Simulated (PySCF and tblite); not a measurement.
Electronic barriers of bond rotations, on GFN2-xTB stationary points: by GFN2-xTB itself (tblite) and by PBE0/pcSseg-1 + D3(BJ) single points (PySCF). Paths on which the two differ by 5 kcal/mol or more were left out, since the structures then suit only one of them.

| molecule | motion | GFN2-xTB (kcal/mol) | DFT (kcal/mol) |
| --- | --- | --- | --- |
| [NH2:1][B:2]([NH2:3])[S:4][C:5]([F:6])([F:7])[F:8] | rotation about the B2–S4 bond (torsion N1–B2–S4–C5 from 0° to 180°, rising) | 1.1 | 2.0 |
| [CH3:1][S:2][Si:3]([CH3:4])([CH3:5])[CH:6]([F:7])[F:8] | rotation about the Si3–C6 bond (torsion S2–Si3–C6–F7 from 171° to 72°, falling) | 1.4 | 1.7 |
| [CH3:1][CH:2]([CH3:3])[S:4][S:5][SiH3:6] | rotation about the C2–S4 bond (torsion C1–C2–S4–S5 from 63° to 193°, rising) | 2.9 | 3.3 |
| [CH2:1]=[CH:2][N:3]([CH3:4])[C:5]([SiH3:6])=[Se:7] | rotation about the C2–N3 bond (torsion C1–C2–N3–C4 from 0° to 140°, rising) | 5.2 | 4.9 |
| [CH3:1][c:2]1[cH:3][o:4][c:5]([NH:6][SiH3:7])[cH:8]1 | rotation about the C5–N6 bond (torsion O4–C5–N6–Si7 from -1° to 180°, rising) | 5.6 | ? |
| [BH2:1][S:2][BH:3]/[C:4]([SiH3:5])=[CH:6]\[C:7]#[CH:8] | rotation about the B1–S2 bond (torsion H–B1–S2–B3 from -179° to -1°, rising) | 6.6 | 7.9 |
| [O:1]=[CH:2][C@@H:3]([F:4])[C@H:5]([SiH3:6])[CH2:7][F:8] | rotation about the C3–C5 bond (torsion C2–C3–C5–Si6 from 52° to -83°, falling) | 7.2 | 5.5 |
| [OH:1][B:2]([OH:3])[CH:4]([SiH3:5])[SiH3:6] | rotation about the B2–O3 bond (torsion O1–B2–O3–H from 0° to 180°, rising) | 11.2 | 11.1 |
| [CH3:1][NH:2][BH:3][N:4]([CH3:5])[CH3:6] | rotation about the B3–N2 bond (torsion N4–B3–N2–C1 from -180° to -8°, rising) | 13.1 | 13.8 |

Question: Fit a straight line to the complete rows and predict the DFT barrier of Cc1coc(N[SiH3])c1.

Answer: DFT = 0.36 + 0.9723·GFN2 (8 points, rms 0.9 kcal/mol, correlation 0.978). At 5.6 this gives 5.8 kcal/mol; the calculation itself gave 2.6 kcal/mol, so the fit is off by 3.2. That is 3.7 times the rms, an unusual miss.

For scale, the study of Cc1coc(N[SiH3])c1 took 110 s on 1 thread of Arm Neoverse V1, shared host (rough), peak memory 0.9 GiB, launched as `OMP_NUM_THREADS=1 python ens_run.py task.json out`.
